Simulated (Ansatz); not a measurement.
## One arrangement of a pair

The pair of NH$_{4}$⁺ (SMILES [NH4+], atoms 1–5) and H$_{2}$Te (SMILES [TeH2], atoms 6–8), both closed shells, in one local arrangement (a lower one may exist), relaxed at PBE0-D4/def2-TZVP:

```
8
angstrom
N -0.1791 0.4558 -1.2961
H -0.1909 -0.0456 -0.3552
H 0.5333 1.1868 -1.2860
H -1.0928 0.8762 -1.4716
H 0.0326 -0.2130 -2.0378
Te -0.2307 -1.2324 1.8421
H 1.4239 -1.2278 1.9323
H -0.2963 0.2002 2.6723
```

Program: Ansatz 0.2.0. Basis: def2-TZVPPD, with def2-QZVPPD for the basis limit. Cores are frozen in the correlated methods. Filled d shells of the heavier atoms are correlated. Core potentials replace the inner electrons of the atoms past krypton. The def2 sets are not built for correlating such inner shells, so the correlated values are less sure here. B3LYP uses VWN-RPA correlation. Extrapolation: Hartree–Fock as exp(−7.88 √X), correlation as X^−2.97. Interaction energies count from these two fragments, frozen as in the pair, with the counterpoise correction; negative means bound.

Q: What is the interaction energy by CCSD(T) at an estimated basis limit (MP2 extrapolated from triple and quadruple zeta, plus CCSD(T) − MP2 in triple zeta)? (To be estimated.)

A: By the calculation: -13.75 kcal/mol. Hartree–Fock alone gives -9.58 kcal/mol at the basis limit. It counts from the two fragments frozen as in the pair.

The same quantity by other methods in triple zeta, and each one's difference from that estimate:
```
   method  E_int (kcal/mol)  difference
   PBE-D4            -17.29       -3.53
revPBE-D4            -16.71       -2.96
  BLYP-D4            -16.36       -2.61
r2SCAN-D4            -15.48       -1.73
   B97M-V            -14.98       -1.22
  PBE0-D4            -16.08       -2.33
 B3LYP-D4            -15.62       -1.87
 HSE06-D4            -16.13       -2.37
  wB97X-V            -14.13       -0.37
  wB97M-V            -14.00       -0.24
   B2PLYP            -13.84       -0.08
       HF             -9.58        4.18
      MP2            -13.55        0.20
     CCSD            -12.57        1.18
  CCSD(T)            -13.19        0.56
```
Differences are method less estimate.

Q: Which atoms make the shortest contact between the fragments?

A: H2 and Te6, 2.50 Å apart.

Energy to bend the free fragments (PBE0-D4 minima) into their shapes in the pair, CCSD(T)/def2-TZVPPD: NH$_{4}$⁺ 0.85 kcal/mol; H$_{2}$Te 0.01 kcal/mol. This must be added to the interaction energy to get the binding energy from relaxed fragments.

Basis-set superposition shift (counterpoise-corrected less uncorrected): CCSD(T) 1.16; MP2 1.19; HF 0.03; PBE0-D4 0.04; wB97M-V 0.07 kcal/mol.

T1 diagnostic: at most 0.011.

For scale, one of the runs: CCSD(T)/def2-TZVPPD, 198 basis functions, launched by `ansatz run in.yaml --threads 4 --pin off --events-out ev --progress --plain --max-ram 9574MiB`. Hardware: 4 CPU threads of an Arm Neoverse V2, shared host. Wall time 45 s; peak host memory 2.6 GiB.
